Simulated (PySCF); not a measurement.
Ionisation energy of Nb²⁺ by level of theory

Nb²⁺ [Kr] 4d3 (4F) → Nb³⁺ [Kr] 4d2 (3F), as a difference of total energies. Computed with PySCF 2.14 in x2c-TZVPPall with one added diffuse shell each of s, p, d, f type (9s7p7d3f1g, 95 functions), with scalar relativity by spin-free X2C-1e. Correlated levels: valence: [Kr] frozen; valence and next inner shell: [Ar] 3d10 frozen. The calculations carry no spin-orbit coupling.

```csv
method,ionisation energy (eV)
UHF,24.236
LDA,25.645
PBE,25.526
PBE0,25.431
r2SCAN,25.476
B3LYP,25.388
PW91,25.587
PBEsol,25.515
BLYP,25.296
MP2 (valence),24.542
SCS-MP2 (valence),24.338
MP2 (valence and next inner shell),25.005
SCS-MP2 (valence and next inner shell),24.794
```

Task: How much does correlation contribute at MP2 (valence and next inner shell)?

Result: 25.005 − (24.236) = 0.769 eV, measured against UHF.

A first-order spin-orbit estimate (lowest level to lowest level, LS coupling) adds -0.023 eV.

Errors of the correlated levels include the incompleteness of this basis and the frozen core.

For comparison: 25.04 eV (semi-empirical (NIST evaluation); NIST Atomic Spectra Database, ionization energies).
